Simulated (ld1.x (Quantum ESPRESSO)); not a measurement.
## Logarithmic derivatives: Mg (Z = 12), TM

| Item | Value |
| --- | --- |
| Element | Mg |
| Generator | ld1.x (Quantum ESPRESSO) 7.5 |
| Type | norm-conserving Troullier–Martins (Kleinman–Bylander form) |
| Functional | PBEsol |
| Relativity | scalar-relativistic |
| Frozen core | [He] |
| Valence charge | 10 |
| Reference configuration | 2s2 2p6 3s2 3p0 |
| Partial waves | 2s (bound): rc 0.60 bohr; 3d channel at -0.1 Ry: rc 0.95 bohr; 2p (bound): rc 1.10 bohr |
| Local potential | the p channel |
| Core correction | Bessel-smoothed model core, default radius (core density twice the valence density) |

Occupied shells without a wave of their own: 3s. They enter only through the test configuration that unscreens the potential, and ld1.x also counts them in the model core charge.

The phase is arctan(r·u′/u) with u = r·R(r), unwrapped; energies in Ry, scanned from -8 to 5 Ry. A pole is an energy at which the radial function vanishes at the test radius. The pseudo phase is shifted by a multiple of π to meet the all-electron one at the reference energy, and phase errors are pseudo minus all-electron; the curves can meet again beyond the range given. Levels narrower than the energy grid can be missing from the lists of poles.

| channel | radius (bohr) | reference energy (Ry) | poles, all-electron | poles, pseudo | unbroken range about the reference energy with phases within 0.05 rad | phase error 1 Ry above the reference energy (rad) |
| --- | --- | --- | --- | --- | --- | --- |
| s | 1.20 | -5.85 | -4.40 | -4.37 | below 2.7 | +0.002 |
| p | 1.20 | -3.42 | -2.10 | -2.05 | below 2.2 | +0.006 |
| d | 1.20 | -0.10 | none | none | the whole range | -0.000 |

ld1.x takes every shell without a wave as core, so the model core holds the 3s electrons as well and exchange and correlation see them twice. This cancels in the reference configuration, but the file is broken for other ones, and its errors say nothing about a proper core correction.

Phases in the p channel:

```tsv
E (Ry)	all-electron	pseudo
-8.00	1.201	1.208
-7.52	1.177	1.184
-7.04	1.146	1.155
-6.56	1.105	1.115
-6.08	1.049	1.061
-5.60	0.965	0.978
-5.12	0.823	0.840
-4.64	0.549	0.568
-4.16	-0.031	-0.015
-3.68	-0.788	-0.786
-3.20	-1.221	-1.220
-2.72	-1.429	-1.425
-2.24	-1.545	-1.538
-1.76	-1.621	-1.611
-1.28	-1.675	-1.663
-0.80	-1.719	-1.704
-0.32	-1.756	-1.737
0.16	-1.790	-1.767
0.64	-1.822	-1.794
1.12	-1.853	-1.821
1.60	-1.886	-1.846
2.08	-1.920	-1.873
2.56	-1.958	-1.900
3.04	-2.000	-1.930
3.52	-2.049	-1.962
4.00	-2.107	-1.997
4.48	-2.176	-2.038
4.96	-2.262	-2.084
```
